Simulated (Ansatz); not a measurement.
Cost and result for the atomization energy of CH7ClO2SiSn (`C[O][SnH]([Cl])[O][SiH3]`) (13 atoms, 12 bonds).

```xyz
13

C     1.592   -0.489    1.444
O     1.903    0.553    0.542
Sn    0.501    1.461   -0.437
Cl   -1.045    2.240    1.106
O    -0.451    0.133   -1.481
Si   -1.759   -0.829   -1.254
H     1.159   -1.357    0.935
H     2.524   -0.802    1.921
H     0.899   -0.163    2.228
H     1.152    2.661   -1.425
H    -3.021   -0.050   -1.354
H    -1.742   -1.874   -2.308
H    -1.713   -1.483    0.083
```

Total charge 0; spin multiplicity 1. Correlated methods include outer-core shells of Sn, which these sets cover unevenly. Sn takes the def2 core potential. All single points use the PBE0-D4/def2-TZVP geometry. It is one conformer, not always the lowest. Program: Ansatz. All runs use 2 threads of an AMD EPYC 7R13 on a shared host and a share of an NVIDIA H100 80 GB. Times are those of one run each, without the atoms' runs, and a repeat can differ threefold. Electronic energies, without spin–orbit coupling; frozen cores. CCSD(T)/CBS adds CCSD(T) − MP2 in def2-TZVPP to the MP2 limit, and its time is that of the two runs behind it. T1 = 0.013. With those shells the extrapolation isn't a true limit. B3LYP takes the VWN-RPA correlation (the form of Gaussian; ORCA's B3LYP/G).

CCSD(T)/CBS is a level of theory with its own doubt, some kJ/mol a heavy atom from the limit and from the frozen cores, so smaller differences don't rank the functionals.

```csv
level,functions,wall time
PBE-D4/def2-TZVPP (with forces),325,6.5 s
r2SCAN-D4/def2-TZVPP (with forces),325,7 s
PBE0-D4/def2-TZVPP,325,8 s
B2PLYP/def2-TZVPP,325,10 s
B3LYP-D4/def2-TZVPP (with forces),325,11 s
MP2/def2-QZVPP,603,11 s
ωB97X-V/def2-TZVPP,325,13 s
ωB97M-V/def2-TZVPP (with forces),325,18 s
CCSD(T)/def2-TZVPP,325,28 s
CCSD(T)/CBS(def2),–,39 s
```

(1) What atomization energy does each give, and how far from CCSD(T)/CBS? (Estimate.)

## Answers

(1) The calculation gave: 
```
                             level  atomization (kJ/mol)  difference from CCSD(T)/CBS  per bond
   PBE-D4/def2-TZVPP (with forces)                4373.1                        -13.3      -1.1
r2SCAN-D4/def2-TZVPP (with forces)                4348.8                        -37.6      -3.1
                PBE0-D4/def2-TZVPP                4295.5                        -90.9      -7.6
                 B2PLYP/def2-TZVPP                4279.9                       -106.5      -8.9
 B3LYP-D4/def2-TZVPP (with forces)                4321.0                        -65.4      -5.4
                    MP2/def2-QZVPP                4388.4                          2.0       0.2
                ωB97X-V/def2-TZVPP                4377.0                         -9.4      -0.8
  ωB97M-V/def2-TZVPP (with forces)                4351.5                        -34.9      -2.9
                CCSD(T)/def2-TZVPP                4244.0                       -142.4     -11.9
                 CCSD(T)/CBS(def2)                4386.4                          0.0       0.0
```

From PBE to PBE0 (25 % exact exchange), in def2-TZVPP and without D4, the atomization energy moves by −73.1 kJ/mol: exact exchange takes away binding that semilocal exchange gives to molecules. The D4 term adds +55.7 kJ/mol with B3LYP and +30.1 kJ/mol with PBE0; it sums over pairs of atoms, weighted by their polarisabilities, and B3LYP, whose exchange is more repulsive, gets the larger term. In def2-TZVPP, CCSD(T) changes the Hartree–Fock value by +1138.3 kJ/mol (the triples alone add +69.6 kJ/mol) and MP2 by +1196.1 kJ/mol; breaking electron pairs costs correlation energy, which Hartree–Fock lacks.

Spin–orbit coupling would lower the free Sn atoms strongly, and the atomization energy with them, by more than many differences here. For some Ge, Se and Sn compounds the MP2-based and the directly extrapolated limit differ by 10 to 25 kJ/mol.
